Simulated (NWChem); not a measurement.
System: C2H7BeNO; SMILES C[N](C)[Be][OH]

Input file for NWChem:

```
start job
memory heap 200 mb stack 900 mb global 1100 mb
geometry units angstroms noautoz
  Be     0.114186    -0.000000    -1.071310
  O      0.186700     0.000000    -2.502999
  H     -0.546898     0.000000    -3.133636
  N      0.055693    -0.000000     0.439076
  C      0.004061     1.208749     1.236759
  C      0.004061    -1.208749     1.236760
  H     -0.933732     1.275668     1.842899
  H      0.855576     1.274625     1.958546
  H      0.047141     2.112162     0.593399
  H      0.855575    -1.274625     1.958546
  H     -0.933732    -1.275667     1.842899
  H      0.047141    -2.112162     0.593400
end
basis spherical
  Be library 6-311g**
  O library 6-311g**
  H library 6-311g**
  N library 6-311g**
  C library 6-311g**
end
dft
  xc xpbe96 cpbe96
  iterations 150
  mulliken
end
task dft energy
```

Parts of the log:

```
             Northwest Computational Chemistry Package (NWChem) 7.3.0
             --------------------------------------------------------

 CS  symmetry detected

                             Geometry "geometry" -> ""
                             -------------------------

 Output coordinates in angstroms (scale by  1.889725989 to convert to a.u.)

  No.       Tag          Charge          X              Y              Z
 ---- ---------------- ---------- -------------- -------------- --------------
    1 Be                   4.0000     0.03076320    -1.05357946     0.00000000
    2 O                    8.0000     0.05349932    -2.48692336     0.00000000
    3 H                    1.0000    -0.70156303    -3.09169596     0.00000000
    4 N                    7.0000     0.02477340     0.45792688     0.00000000
    5 C                    6.0000     0.00088254     1.25692254     1.20874900
    6 C                    6.0000     0.00088254     1.25692254    -1.20874900
    7 H                    1.0000    -0.91528834     1.89527332     1.27566750
    8 H                    1.0000     0.87695658     1.94869343     1.27462500
    9 H                    1.0000     0.02158746     0.61245432     2.11216200
   10 H                    1.0000     0.87695658     1.94869343    -1.27462500
   11 H                    1.0000    -0.91528834     1.89527332    -1.27566750
   12 H                    1.0000     0.02158746     0.61245432    -2.11216200

 Effective nuclear repulsion energy (a.u.)     148.5249442097

      Symmetry information
      --------------------

 Group name             Cs
 Group number              2
 Group order               2
 No. of unique centers     8

  pbe96 is a nonlocal functional; adding pw91lda local functional.

                                 NWChem DFT Module
                                 -----------------

 Summary of "ao basis" -> "ao basis" (spherical)
 ------------------------------------------------------------------------------
       Tag                 Description            Shells   Functions and Types
 ---------------- ------------------------------  ------  ---------------------
 Be                         6-311g**                 8       18   4s3p1d
 O                          6-311g**                 8       18   4s3p1d
 H                          6-311g**                 4        6   3s1p
 N                          6-311g**                 8       18   4s3p1d
 C                          6-311g**                 8       18   4s3p1d

      Symmetry analysis of basis
      --------------------------

        a'         80
        a"         52

            General Information
            -------------------
          SCF calculation type: DFT
          Wavefunction type:  closed shell.
          No. of atoms     :    12
          No. of electrons :    38
           Alpha electrons :    19
            Beta electrons :    19
          Charge           :     0
          Spin multiplicity:     1
          Use of symmetry is: on ; symmetry adaption is: on
          Maximum number of iterations: 150
          AO basis - number of functions:   132
                     number of shells:    68
          Convergence on energy requested:  1.00D-06
          Convergence on density requested:  1.00D-05
          Convergence on gradient requested:  5.00D-04

              XC Information
              --------------
          PerdewBurkeErnzerhof Exchange Functional  1.000
            Perdew 1991 LDA Correlation Functional  1.000 local
           PerdewBurkeErnz. Correlation Functional  1.000 non-local

             Grid Information
             ----------------
          Grid used for XC integration:  medium
          Radial quadrature: Mura-Knowles
          Angular quadrature: Lebedev.
          Tag              B.-S. Rad. Rad. Pts. Rad. Cut. Ang. Pts.
          ---              ---------- --------- --------- ---------
          Be                  1.05       49          11.0       434
          O                   0.60       49          12.0       434
          H                   0.35       45          13.0       434
          N                   0.65       49          10.0       434
          C                   0.70       49          12.0       434
          Grid pruning is: on
          Number of quadrature shells:   376
          Spatial weights used:  Erf1

      Superposition of Atomic Density Guess
      -------------------------------------

 Sum of atomic energies:        -222.49044833

      Non-variational initial energy
      ------------------------------

 Total energy =    -224.917281
 1-e energy   =    -594.167051
 2-e energy   =     220.724826
 HOMO         =      -0.273978
 LUMO         =      -0.030551

      Symmetry analysis of molecular orbitals - initial
      -------------------------------------------------

  Numbering of irreducible representations:

     1 a'          2 a"

  Orbital symmetries:

     1 a'          2 a'          3 a'          4 a"          5 a'
     6 a'          7 a'          8 a"          9 a'         10 a'
    11 a'         12 a'         13 a"         14 a'         15 a"
    16 a"         17 a"         18 a'         19 a'         20 a'
    21 a"         22 a'         23 a'         24 a'         25 a'
    26 a"         27 a'         28 a"         29 a"

     ---------------------------------------------
      Total Density - Mulliken Population Analysis
     ---------------------------------------------

    Atom       Charge   Shell Charges
 -----------   ------   -------------------------------------------------------
    1 Be   4     3.23   1.16  0.83  0.28  0.61 -0.02  0.12  0.08  0.17
    2 O    8     8.91   1.08  0.91  1.05  1.02  2.34  0.77  1.74  0.00
    3 H    1     0.57   0.20  0.26  0.05  0.05
    4 N    7     7.72   1.09  0.90  0.80  0.89  1.95  0.60  1.46  0.02
    5 C    6     6.24   1.10  0.89  0.55  0.79  1.49  0.47  0.89  0.06
    6 C    6     6.24   1.10  0.89  0.55  0.79  1.49  0.47  0.89  0.06
    7 H    1     0.85   0.24  0.45  0.14  0.02
    8 H    1     0.86   0.24  0.45  0.14  0.02
    9 H    1     0.84   0.24  0.45  0.13  0.02
   10 H    1     0.86   0.24  0.45  0.14  0.02
   11 H    1     0.85   0.24  0.45  0.14  0.02
   12 H    1     0.84   0.24  0.45  0.13  0.02

   convergence    iter        energy       DeltaE   RMS-Dens  Diis-err
 ---------------- ----- ----------------- --------- --------- ---------
 d= 0,ls=0.0,diis     1   -224.8828198001 -3.73D+02  9.90D-03  1.17D+00
 d= 0,ls=0.0,diis     2   -224.6516602866  2.31D-01  6.66D-03  3.45D+00
 d= 0,ls=0.0,diis     3   -224.9826937485 -3.31D-01  1.55D-03  1.61D-01
 d= 0,ls=0.0,diis     4   -224.9913390553 -8.65D-03  8.83D-04  5.88D-02
 d= 0,ls=0.0,diis     5   -224.9969231591 -5.58D-03  2.37D-04  2.35D-03
  Resetting Diis
 d= 0,ls=0.0,diis     6   -224.9971404283 -2.17D-04  8.68D-05  3.29D-04
 d= 0,ls=0.0,diis     7   -224.9971819312 -4.15D-05  3.41D-05  1.45D-05
 d= 0,ls=0.0,diis     8   -224.9971798754  2.06D-06  2.15D-05  3.18D-05
 d= 0,ls=0.0,diis     9   -224.9971834705 -3.60D-06  3.47D-06  8.20D-07
 d= 0,ls=0.0,diis    10   -224.9971835377 -6.72D-08  1.04D-06  1.13D-07

         Total DFT energy =     -224.997183537710
      One electron energy =     -599.635832947385
           Coulomb energy =      257.739244693751
    Exchange-Corr. energy =      -31.625539493779
 Nuclear repulsion energy =      148.524944209702

 Numeric. integr. density =       37.999998076646

                  Occupations of the irreducible representations
                  ----------------------------------------------

                     irrep           alpha         beta
                     --------     --------     --------
                     a'               13.0         13.0
                     a"                6.0          6.0

                       DFT Final Molecular Orbital Analysis
                       ------------------------------------

 Vector   17  Occ=2.000000D+00  E=-2.797735D-01  Symmetry=a'
              MO Center=  5.3D-02, -2.4D+00, -3.4D-15, r^2= 9.6D-01
   Bfn.  Coefficient  Atom+Function         Bfn.  Coefficient  Atom+Function
  ----- ------------  ---------------      ----- ------------  ---------------
    25      0.307203   2 O  px               29      0.289339   2 O  px
    30     -0.248281   2 O  py               26     -0.245157   2 O  py
    21      0.215918   2 O  px               22     -0.172942   2 O  py
    28      0.164312   2 O  s                24      0.113211   2 O  s
     6     -0.108382   1 Be s                11      0.075111   1 Be px

 Vector   18  Occ=2.000000D+00  E=-2.635417D-01  Symmetry=a"
              MO Center=  3.6D-02, -2.4D+00,  3.4D-15, r^2= 9.4D-01
   Bfn.  Coefficient  Atom+Function         Bfn.  Coefficient  Atom+Function
  ----- ------------  ---------------      ----- ------------  ---------------
    27      0.402964   2 O  pz               31      0.404694   2 O  pz
    23      0.282342   2 O  pz               13      0.143427   1 Be pz
     5      0.086812   1 Be pz               70     -0.070178   5 C  s
    88      0.070178   6 C  s                55      0.069254   4 N  pz
   111     -0.054138   9 H  s               129      0.054138  12 H  s

 Vector   19  Occ=2.000000D+00  E=-1.746652D-01  Symmetry=a'
              MO Center=  2.5D-02,  6.1D-01, -2.9D-15, r^2= 2.3D+00
   Bfn.  Coefficient  Atom+Function         Bfn.  Coefficient  Atom+Function
  ----- ------------  ---------------      ----- ------------  ---------------
    53      0.396326   4 N  px               49      0.348113   4 N  px
    45      0.239008   4 N  px              105     -0.130731   8 H  s
   117     -0.130731  10 H  s                98      0.127283   7 H  s
   122      0.127283  11 H  s               104     -0.124101   8 H  s
   116     -0.124101  10 H  s                99      0.119012   7 H  s

 Vector   20  Occ=0.000000D+00  E=-1.443127D-02  Symmetry=a'
              MO Center= -3.0D-01, -1.4D+00, -3.3D-17, r^2= 5.9D+00
   Bfn.  Coefficient  Atom+Function         Bfn.  Coefficient  Atom+Function
  ----- ------------  ---------------      ----- ------------  ---------------
    10      0.990288   1 Be s                52     -0.493810   4 N  s
    28     -0.384299   2 O  s                70     -0.374556   5 C  s
    88     -0.374556   6 C  s                39      0.312138   3 H  s
     8      0.250538   1 Be py              111      0.243062   9 H  s
   129      0.243062  12 H  s                54      0.192075   4 N  py

 Vector   21  Occ=0.000000D+00  E= 1.491416D-02  Symmetry=a"
              MO Center=  2.1D-02, -5.7D-01, -3.4D-16, r^2= 6.1D+00
   Bfn.  Coefficient  Atom+Function         Bfn.  Coefficient  Atom+Function
  ----- ------------  ---------------      ----- ------------  ---------------
    70      0.745758   5 C  s                88     -0.745758   6 C  s
    13     -0.618942   1 Be pz              111     -0.320335   9 H  s
   129      0.320335  12 H  s                31      0.228290   2 O  pz
   105     -0.215178   8 H  s               117      0.215178  10 H  s
    99     -0.213804   7 H  s               123      0.213804  11 H  s

 Vector   22  Occ=0.000000D+00  E= 3.242429D-02  Symmetry=a'
              MO Center=  8.0D-02, -6.8D-01, -2.2D-13, r^2= 6.0D+00
   Bfn.  Coefficient  Atom+Function         Bfn.  Coefficient  Atom+Function
  ----- ------------  ---------------      ----- ------------  ---------------
    11      0.838943   1 Be px               99     -0.307900   7 H  s
   123     -0.307900  11 H  s                39      0.246496   3 H  s
    53     -0.234037   4 N  px              105      0.224662   8 H  s
   117      0.224662  10 H  s                71     -0.185149   5 C  px
    89     -0.185149   6 C  px                7      0.182318   1 Be px

     ---------------------------------------------
      Total Density - Mulliken Population Analysis
     ---------------------------------------------

    Atom       Charge   Shell Charges
 -----------   ------   -------------------------------------------------------
    1 Be   4     3.66   1.16  0.82  0.44  0.58  0.14  0.08  0.23  0.21
    2 O    8     8.46   1.08  0.91  0.99  0.98  2.04  0.78  1.67  0.01
    3 H    1     0.74   0.27  0.36  0.04  0.07
    4 N    7     7.43   1.10  0.89  0.80  0.84  1.78  0.63  1.37  0.02
    5 C    6     6.18   1.10  0.88  0.63  0.76  1.51  0.42  0.81  0.06
    6 C    6     6.18   1.10  0.88  0.63  0.76  1.51  0.42  0.81  0.06
    7 H    1     0.90   0.27  0.47  0.13  0.02
    8 H    1     0.89   0.27  0.47  0.13  0.02
    9 H    1     0.89   0.27  0.48  0.12  0.02
   10 H    1     0.89   0.27  0.47  0.13  0.02
   11 H    1     0.90   0.27  0.47  0.13  0.02
   12 H    1     0.89   0.27  0.48  0.12  0.02

     -------------------------------------------
      Total Density - Lowdin Population Analysis
     -------------------------------------------

    Atom       Charge   Shell Charges
 -----------   ------   -------------------------------------------------------
    1 Be   4     4.37   1.08  0.88  0.45  0.36  0.63  0.15  0.32  0.51
    2 O    8     7.87   1.03  0.95  0.98  0.77  1.97  0.52  1.64  0.01
    3 H    1     0.93   0.27  0.35  0.12  0.19
    4 N    7     6.93   1.04  0.94  0.79  0.62  1.74  0.40  1.36  0.05
    5 C    6     5.96   1.05  0.92  0.61  0.50  1.42  0.31  1.02  0.14
    6 C    6     5.96   1.05  0.92  0.61  0.50  1.42  0.31  1.02  0.14
    7 H    1     1.00   0.27  0.46  0.21  0.07
    8 H    1     1.00   0.27  0.46  0.21  0.07
    9 H    1     0.98   0.27  0.45  0.19  0.06
   10 H    1     1.00   0.27  0.46  0.21  0.07
   11 H    1     1.00   0.27  0.46  0.21  0.07
   12 H    1     0.98   0.27  0.45  0.19  0.06

     Multipole analysis of the density
     ---------------------------------

     L   x y z        total         alpha         beta         nuclear
     -   - - -        -----         -----         ----         -------
     0   0 0 0      0.000000    -19.000000    -19.000000     38.000000

     1   1 0 0     -0.489134     -0.244567     -0.244567      0.000000
     1   0 1 0      0.091825      0.045913      0.045913     -0.000000
     1   0 0 1     -0.000000     -0.000000     -0.000000     -0.000000

     2   2 0 0    -23.127361    -18.237504    -18.237504     13.347646
     2   1 1 0      3.291034     -0.215981     -0.215981      3.722995
     2   1 0 1     -0.000000     -0.000000     -0.000000     -0.000000
     2   0 2 0    -22.749329   -188.914180   -188.914180    355.079032
     2   0 1 1      0.000000      0.000000      0.000000      0.000000
     2   0 0 2    -22.008586    -69.854253    -69.854253    117.699920
```

Level: PBE/6-311G** (spherical d). Coordinates come from a PBE-D3(BJ)/def2-SVP optimisation.
